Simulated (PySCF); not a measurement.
Work out the structure from these simulated measurements.

Formula: C7H14.

| Property | Result |
| --- | --- |
| Triplet | lowest triplet excitation (Tamm–Dancoff): 4.38 eV [TDA wB97X-D/def2-SVPD] |
| Rotational structure | rotational constants A, B, C: 4.217, 1.350, 1.332 GHz [PBE0-D3(BJ)/def2-SVP] |
| Dipole | 0.37 D [wB97X-D/def2-SVPD] |
| UV, strongest line | among the 10 lowest singlet transitions: S2 at 7.03 eV (176 nm, f = 0.584) [TDDFT wB97X-D/def2-SVPD] |
| 1H NMR | chemical shifts (computed TMS as zero) by class: 5.13 (1 H), 2.39 (1 H), 1.70 (3 H), 1.68 (3 H), 0.93 (6 H) ppm [GIAO PBE0/pcSseg-1] |
| Valence photoelectron | vertical ionisation energy: 8.57 eV [ΔSCF wB97X-D/def2-SVPD] |
| Couplings | largest of the computed one-bond spin–spin couplings (means over like bonds): 13C–1H +155.7, 13C–1H +132.5 (×6), 13C–1H +132.1 (×3), 13C–1H +132.0 (×3), 13C–1H +129.8, 13C–13C +79.9, 13C–13C +46.5, 13C–13C +46.1 Hz [B3LYP/pcJ-1, spin–dipole term left out] |
| 13C NMR | chemical shifts (computed TMS as zero) by class: 141.5 (1 C), 136.1 (1 C), 30.3 (1 C), 28.4 (1 C), 24.8 (2 C), 19.1 (1 C) ppm [GIAO PBE0/pcSseg-1] |
| Polarisability | 89.5 au [wB97X-D/def2-SVPD] |

Gas-phase values; electronic properties from PySCF, density fitting. Levels stand in brackets. One conformer (not necessarily the lowest) at the PBE0-D3(BJ)/def2-SVP geometry, without solvent, vibrations or thermal averaging. Each NMR value is the plain mean over a class of atoms that symmetry, rotation or inversion makes alike.

Task: Propose a structure and show how it fits.

Result: Numbering: `[CH3:1][C:2]([CH3:3])=[CH:4][CH:5]([CH3:6])[CH3:7]`. Its formula, C7H14, gives 1 degree of unsaturation: 0 rings and 1 π bond in the structure found. 7 carbons fall into 6 classes; from least to most shielded: alkene CH carbon [C4] (141.5 ppm), fully substituted alkene carbon [C2] (136.1 ppm), allylic carbon [C5] (30.3 ppm), allylic carbon [C1] (28.4 ppm), methyl carbon [C6/C7] (24.8 ppm, 2 C), allylic carbon [C3] (19.1 ppm). Hydrogen classes from least to most shielded: 1 H on an alkene CH carbon, C4 (5.13 ppm), 1 H on an allylic carbon, C5 (2.39 ppm), 3 H on an allylic carbon, C1 (1.70 ppm), 3 H on an allylic carbon, C3 (1.68 ppm, a mean of values up to 0.8 ppm apart in this geometry), 6 H on 2 methyl carbons, C6/C7 (0.93 ppm). The couplings run between: +155.7 Hz, alkene CH carbon [C4] and its hydrogen; +132.5 Hz, methyl carbon [C6] and its hydrogen (with 5 like pairs); +132.1 Hz, allylic carbon [C3] and its hydrogen (with 2 like pairs); +132.0 Hz, allylic carbon [C1] and its hydrogen (with 2 like pairs); +129.8 Hz, allylic carbon [C5] and its hydrogen; +79.9 Hz, fully substituted alkene carbon [C2] and alkene CH carbon [C4]; +46.5 Hz, alkene CH carbon [C4] and allylic carbon [C5]; +46.1 Hz, allylic carbon [C1] and fully substituted alkene carbon [C2]. The first electron is taken from the HOMO, whose largest Löwdin shares are 0.33 on the alkene CH carbon, 0.32 on the fully substituted alkene carbon and 0.06 on each of 2 atoms of one kind (allylic carbon). The optimised geometry has point group Cs and is an asymmetric top. Structure: 2,4-dimethyl-2-pentene, `CC(C)=CC(C)C`. Computed isomers that give other values at the same levels: `CC(C)(C)C1CC1` (rotational constant A: 3.723 GHz; this holds for the one conformer computed); `C1CCCCCC1` (rotational constant A: 3.150 GHz; this holds for the one conformer computed); `CCCC1CCC1` (vertical ionisation energy: 10.22 eV). The assignments are read from this structure; whether some other isomer fits the data as well wasn't checked.

Shape of the structure used: `[CH3:1][C:2]([CH3:3])=[CH:4][CH:5]([CH3:6])[CH3:7]`: C2–C4–C5–C6 119°.
